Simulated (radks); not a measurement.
The numbers below are computed, except where a source is named.
Task: Rh4+, 41 electrons, occupied as [Kr] 4d5. Level of theory: non-relativistic Kohn-Sham, exchange-only B88, spin-polarised, spherical densities, point nucleus; open shells are filled with parallel spins first (spin-orbit coupling, left out, can overturn this in heavy ions); relativity is left out, which matters for an element this heavy (a radial shooting solver on a logarithmic mesh with Libxc functionals). Some entries of the table are withheld. Estimate them.

orbital,occ.,eigenvalue (hartree),<r^2> (bohr^2),r(max) (bohr)
1s down,1,-824.2582,0.001533,0.02240
1s up,1,-824.2579,0.001533,0.02240
2s up,1,-118.9201,0.02548,0.1247
2s down,1,-118.8820,0.02548,0.1247
2p up,3,-110.3995,0.01931,0.09789
2p down,3,-110.3715,0.01931,0.09788
3s up,1,-22.74911,0.1858,0.3629
3s down,1,-22.72941,0.1856,0.3630
3p up,3,-19.37866,0.1820,0.3496
3p down,3,-19.35589,0.1817,0.3498
3d up,5,(1),0.1634,0.2913
3d down,5,(2),0.1630,0.2915
4s up,1,-4.77491,1.118,0.9036
4s down,1,-4.59464,1.110,0.8992
4p up,3,-3.73203,1.290,0.9478
4p down,3,-3.54688,1.284,0.9426
4d up,5,-2.05295,1.961,1.085
4d down,0,-1.86713,2.013,1.080

Result: 
(1) 3d up eigenvalue (hartree): -13.16869
(2) 3d down eigenvalue (hartree): -13.13396
